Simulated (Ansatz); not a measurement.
Kohn–Sham single points on H6N2O2Zr, SMILES `[NH2][Zr]([NH2])([OH])[OH]`.

```yaml
crystal:
  periodic: [false, false, false]
  atoms:
    - {symbol: N, position_ang: [-1.621683, 0.371603, 0.838968]}
    - {symbol: Zr, position_ang: [0.029675, -0.029157, -0.300554]}
    - {symbol: N, position_ang: [1.569164, -0.421596, 0.986713]}
    - {symbol: O, position_ang: [0.603886, 1.524534, -1.314535]}
    - {symbol: O, position_ang: [-0.447518, -1.538347, -1.417890]}
    - {symbol: H, position_ang: [-1.613220, 0.745268, 1.777300]}
    - {symbol: H, position_ang: [-2.576086, 0.161628, 0.581734]}
    - {symbol: H, position_ang: [2.391999, 0.155886, 1.090137]}
    - {symbol: H, position_ang: [1.692592, -1.261656, 1.534762]}
    - {symbol: H, position_ang: [0.414324, 2.412561, -1.605541]}
    - {symbol: H, position_ang: [-0.443133, -2.120705, -2.171094]}
basis:
  gaussian: {orbitals: def2-TZVPP}
hamiltonian: {xc: {name: B97M-V}}
output: {orbitals: {seedname: orbitals}}
```

```sh
$ ansatz run in.yaml --threads 4 --pin off --events-out ev --progress --plain --max-ram 10444MiB
```

Shortened log:

```
Functional definition: B97M-V
1278 factors; their error is unknown
mean field evaluation 1: about -8430.8676 eV, gradient 1.3e2 eV
mean field evaluation 2: about -8275.6265 eV, gradient 2.8e2 eV
mean field evaluation 4: about -8458.6616 eV, gradient 2.4e1 eV
mean field evaluation 8: about -8460.0374 eV, gradient 1.1e-1 eV
mean field evaluation 16: about -8460.0325 eV, gradient 5.8e-4 eV
mean field -8460.03249048 eV, -310.9004596093 hartree, gradient 1.6e-5 eV, S^2 0.000000; 0 other end points of the search recorded, 0 dependent functions left out
reference -8460.03262571 eV, -310.9004645788 hartree; 24, 24 occupied and 240, 240 virtual orbitals, 1278 factors
Total energy: -8460.03262571 eV, -310.9004645788 hartree
```

It took 12 s on 4 threads of an Arm Neoverse V1 on a shared host, with 0.45 GiB of host memory at the peak.

The same input with `hamiltonian: {xc: {name: LC-wPBE}}` (abridged; 3.1 s):

```
Functional definition: LC-wPBE
mean field evaluation 16: about -8457.8323 eV, gradient 1.9e-4 eV
mean field -8457.83227800 eV, -310.8196032918 hartree, gradient 6.0e-5 eV, S^2 0.000000
Total energy: -8457.83227801 eV, -310.8196032923 hartree
```

With the line `hamiltonian: {xc: hse06, dispersion: d4}` (abridged; 3.8 s):

```
Functional definition: HSE06
mean field evaluation 16: about -8452.8891 eV, gradient 3.6e-4 eV
mean field -8452.88910225 eV, -310.6379449336 hartree, gradient 1.9e-5 eV, S^2 0.000000
Total energy: -8453.06561476 eV, -310.6444316488 hartree
```

The same input with `hamiltonian: {xc: pbe, dispersion: d4}` and forces (abridged; 3.1 s):

```
Functional definition: PBE
mean field evaluation 16: about -8453.9836 eV, gradient 8.4e-4 eV
mean field -8453.98360370 eV, -310.6781671200 hartree, gradient 1.4e-5 eV, S^2 0.000000
Total energy: -8454.20109418 eV, -310.6861597479 hartree
Atom 0 force     0.150848    -0.021271    -0.102182 eV/Å
Atom 1 force    -0.007699     0.011082    -0.009181 eV/Å
Atom 2 force    -0.160754     0.058476    -0.069238 eV/Å
Atom 3 force     0.220972    -0.216511    -0.013047 eV/Å
Atom 4 force    -0.096855     0.037335     0.229074 eV/Å
Atom 5 force    -0.018249     0.127791     0.326621 eV/Å
Atom 6 force    -0.337435    -0.062771    -0.074711 eV/Å
Atom 7 force     0.291176     0.186112     0.050060 eV/Å
Atom 8 force     0.063457    -0.288887     0.189210 eV/Å
Atom 9 force    -0.116469     0.450912    -0.138800 eV/Å
Atom 10 force     0.011007    -0.282268    -0.387806 eV/Å
Dipole moment:    -0.045235     0.043571    -0.041800 e Å
```

With the line `hamiltonian: {xc: {name: BLYP}, dispersion: d4}` (abridged; 2.6 s):

```
Functional definition: BLYP
mean field evaluation 16: about -8459.3193 eV, gradient 8.3e-4 eV
mean field -8459.31929114 eV, -310.8742500169 hartree, gradient 6.0e-5 eV, S^2 0.000000
Total energy: -8459.77282993 eV, -310.8909172598 hartree
```

With the line `hamiltonian: {xc: {name: BHLYP}, dispersion: d4}` (abridged; 3.6 s):

```
Functional definition: BHLYP
mean field evaluation 16: about -8455.1524 eV, gradient 4.7e-4 eV
mean field -8455.15239849 eV, -310.7211195365 hartree, gradient 6.1e-5 eV, S^2 0.000000
Total energy: -8455.44296906 eV, -310.7317978077 hartree
```

HSE06 is the plane-wave form, built on full-range PBE exchange.
